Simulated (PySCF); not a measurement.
# Radial density of Dy⁴⁵⁺ (dysprosium, charge +45)

UHF, [Ar] 3d3, high-spin 4F determinant. Computed with PySCF 2.14 in an even-tempered Gaussian basis (16 s from 9.2 bohr⁻², ratio 2.5; 10 p from 12 bohr⁻², ratio 2.5; 7 d from 12 bohr⁻², ratio 2.5; 4 f from 44 bohr⁻², ratio 2.7; 3 g from 66 bohr⁻², ratio 2.7), with the non-relativistic Hamiltonian (point nucleus).

```json
{"r (bohr)": "0.000438", "4πr²ρ (e/bohr)": "0.4654", "4πr²(ρα − ρβ)": "0.0000"}
{"r (bohr)": "0.000736", "4πr²ρ (e/bohr)": "1.266", "4πr²(ρα − ρβ)": "0.0000"}
{"r (bohr)": "0.00124", "4πr²ρ (e/bohr)": "3.352", "4πr²(ρα − ρβ)": "-0.0001"}
{"r (bohr)": "0.00208", "4πr²ρ (e/bohr)": "8.483", "4πr²(ρα − ρβ)": "-0.0002"}
{"r (bohr)": "0.00350", "4πr²ρ (e/bohr)": "19.90", "4πr²(ρα − ρβ)": "-0.0004"}
{"r (bohr)": "0.00589", "4πr²ρ (e/bohr)": "41.14", "4πr²(ρα − ρβ)": "-0.0009"}
{"r (bohr)": "0.00991", "4πr²ρ (e/bohr)": "69.03", "4πr²(ρα − ρβ)": "-0.0012"}
{"r (bohr)": "0.0167", "4πr²ρ (e/bohr)": "84.20", "4πr²(ρα − ρβ)": "0.0034"}
{"r (bohr)": "0.0280", "4πr²ρ (e/bohr)": "76.22", "4πr²(ρα − ρβ)": "0.0759"}
{"r (bohr)": "0.0472", "4πr²ρ (e/bohr)": "91.81", "4πr²(ρα − ρβ)": "0.8201"}
{"r (bohr)": "0.0794", "4πr²ρ (e/bohr)": "101.0", "4πr²(ρα − ρβ)": "5.2459"}
{"r (bohr)": "0.133", "4πr²ρ (e/bohr)": "55.31", "4πr²(ρα − ρβ)": "15.2455"}
{"r (bohr)": "0.225", "4πr²ρ (e/bohr)": "57.90", "4πr²(ρα − ρβ)": "12.4071"}
{"r (bohr)": "0.378", "4πr²ρ (e/bohr)": "7.962", "4πr²(ρα − ρβ)": "1.2266"}
{"r (bohr)": "0.635", "4πr²ρ (e/bohr)": "0.05096", "4πr²(ρα − ρβ)": "0.0069"}
```

A non-relativistic calculation at this Z misses sizeable relativistic shifts. Spin-orbit coupling is strong in this species (close to jj coupling), so the high-spin LS determinant is a model state, not a physical level.
